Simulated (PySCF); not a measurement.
A structure optimised at B3LYP-D3(BJ)/def2-SVP, used in a PySCF frequency run:

```
Ti
Cl 1 2.1681
Cl 1 2.1681 2 109.47
Cl 1 2.1681 2 109.47 3 120.00
Cl 1 2.1681 2 109.47 3 -120.00
```
Charge 0, spin multiplicity 1.

Problem. Write its SMILES, formula and point group.

Solution. [Cl][Ti]([Cl])([Cl])[Cl], Cl4Ti, Td

Problem. What are its rotational constants (standard atomic weights)?

Solution. 1.1373, 1.1373, 1.1373 GHz
